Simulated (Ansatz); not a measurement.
Be11⁻, relaxed as a doublet with UKS r2SCAN/def2-SVPD in Ansatz, starting from the GFN1-xTB geometry. Force threshold 0.02 eV/Å.

The relaxation made no stability test and no search for a lower SCF solution. The structure comes from a short search, and lower isomers may exist.

Start:

```xyz
11

Be   -1.358   -1.846    0.475
Be   -1.689   -1.075    2.245
Be    1.461   -0.503   -1.673
Be    1.412   -0.144    0.867
Be   -1.255    1.189   -0.391
Be    1.895    1.253   -0.774
Be   -0.935   -0.657   -1.283
Be   -0.757    0.645    1.947
Be    0.124    1.124   -1.901
Be    0.640   -1.701   -0.213
Be    0.462    1.714    0.700
```

```csv
step,energy (eV),largest force component (eV/Å),SCF passes
1,-4403.2210,1.174,34
2,-4404.0105,0.567,70
3,-4404.4143,0.627,52
4,-4404.6642,0.264,49
5,-4404.7457,0.231,48
6,-4404.8190,0.289,46
7,-4404.9210,0.404,46
8,-4405.0723,0.545,46
9,-4405.2942,0.848,53
10,-4405.5904,0.959,71
11,-4405.8765,0.670,51
12,-4406.0228,0.289,39
13,-4406.0327,0.190,45
14,-4406.0486,0.051,37
15,-4406.0496,0.015,34
```

Force components are those of the run's own axes.

End:

Cartesian coordinates in Å:
```
Be -1.757 -0.991 0.455
Be -0.445 -1.389 1.943
Be 1.412 -0.654 -1.265
Be 0.938 -0.112 0.822
Be -1.384 0.973 -0.426
Be 2.041 1.197 -0.542
Be -0.719 -0.721 -1.417
Be -0.983 0.602 1.640
Be 0.365 1.158 -1.675
Be 0.252 -1.915 -0.007
Be 0.281 1.853 0.474
```

Bonds formed: Be1–Be5, Be1–Be8, Be2–Be4, Be2–Be10, Be3–Be4, Be4–Be8, Be5–Be8, Be9–Be11 (atoms count from 1). The end is the same structure that another start reached, the lowest one found.

No frequencies were taken in this run, so the end may be a saddle point.

Hardware: 4 threads of Arm Neoverse V1 on a shared host. Wall time 1.9 min.
